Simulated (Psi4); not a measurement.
H5PSi, charge -1, doublet, geometry from GFN2-xTB (a state made from the parent by changing its charge; the spin is typed, not shown lowest) (a gas-phase anion, which may not be bound at this level), with bond 4-1 at 2.0 times its length; CAM-B3LYP/cc-pVTZ run with Psi4.

Here is a job for Psi4.
```
memory 2 GB

molecule {
-1 2
  Si   -1.11909809   -0.11289752    0.02233081
  P     1.15602004    0.15282726   -0.13415520
  H    -2.29260709   -0.93582205   -0.46776480
  H    -1.99536453    2.62276742   -0.64176567
  H    -1.35069510   -0.26986853    1.48176156
  H     1.36139732   -1.18560754    0.15803934
  H     2.16620900    0.42451950    0.83737793
}

set basis cc-pvtz
set reference uks
set cholesky_tolerance 1e-6
set scf_type cd

energy('cam-b3lyp')
print_variables()
```

Write the output that Psi4 gives for this input, abridged.


```
   => Loading Basis Set <=

    Name: CC-PVTZ
    Role: ORBITAL
    Keyword: BASIS

Traceback (most recent call last):
  File "psi4", line 375, in <module>
  File "<string>", line 30, in <module>
  File "site-packages/psi4/driver/driver.py", line 533, in energy
  File "site-packages/psi4/driver/procrouting/proc.py", line 2760, in run_scf
  File "site-packages/psi4/driver/procrouting/proc.py", line 1939, in scf_helper
  File "site-packages/psi4/driver/procrouting/proc.py", line 1433, in scf_wavefunction_factory
  File "site-packages/psi4/driver/procrouting/proc.py", line 1397, in build_functional_and_disp
  File "site-packages/psi4/driver/procrouting/dft/superfunctionals.py", line 135, in build_superfunctional

psi4.driver.p4util.exceptions.ValidationError: SCF: SCF_TYPE (CD) not supported for range-separated functionals, plese use SCF_TYPE = 'DF' to automatically select the correct JK build.

Printing out the relevant lines from the Psithon --> Python processed input file:
    core.IO.set_default_namespace("")
    core.set_global_option("BASIS", "cc-pvtz")
    core.set_global_option("REFERENCE", "uks")
    core.set_global_option("CHOLESKY_TOLERANCE", 1e-6)
    core.set_global_option("SCF_TYPE", "cd")
--> energy('cam-b3lyp')
    print_variables()

!----------------------------------------------------------------------------------!
!                                                                                  !
!  SCF: SCF_TYPE (CD) not supported for range-separated functionals, plese use     !
!     SCF_TYPE = 'DF' to automatically select the correct JK build.                !
!                                                                                  !
!----------------------------------------------------------------------------------!
```

The program refused the input.
